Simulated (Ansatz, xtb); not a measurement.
**Ranking isomers of C6H8N2**

3 gas-phase structures of C6H8N2, from a drawn sample of its isomers (lower ones may exist). Each was relaxed with GFN2-xTB:

A. `Nc1ccccc1N`, a singlet
B. `Nc1ccc(N)cc1`, a singlet
C. `Nc1cccc(N)c1`, a singlet

**Question.** Which do you expect lowest at r2SCAN-D4/def2-SVP//GFN2-xTB, and how would the others follow?

**Answer.** Calculated order at r2SCAN-D4/def2-SVP//GFN2-xTB: C (0.0), A (0.6), B (3.4) kcal/mol. Less than 1 kcal/mol parts C and A, so the order within that pair means little. CCSD(T)/def2-SVP + ΔMP2/def2-TZVPP after further relaxation puts A lowest instead.

Energies above the lowest of each column, in kcal/mol; the last columns are at r2SCAN-D4/def2-SVP geometries:

| structure | GFN2-xTB | HF/STO-3G | r2SCAN-D4/def2-SVP//GFN2-xTB | r2SCAN-D4/def2-SVP | CCSD(T)/def2-SVP + ΔMP2/def2-TZVPP |
| --- | --- | --- | --- | --- | --- |
| C | 0.0 | 0.1 | 0.0 | 0.0 | 1.1 |
| A | 2.0 | 0.0 | 0.6 | 0.3 | 0.0 |
| B | 1.6 | 1.9 | 3.4 | 3.3 | 3.3 |

CCSD(T)/def2-SVP + ΔMP2/def2-TZVPP puts A lowest; GFN2-xTB picks C, r2SCAN-D4/def2-SVP//GFN2-xTB picks C, r2SCAN-D4/def2-SVP picks C. CCSD(T)/def2-SVP + ΔMP2/def2-TZVPP orders those it was run on as A (0.0), C (1.1), B (3.3) kcal/mol. Flexible structures stand in one conformer each, not always the lowest. ΔMP2 is the change of the MP2 energy from the smaller to the larger basis.

Programs: Ansatz 0.2.0, xtb 6.7.1.
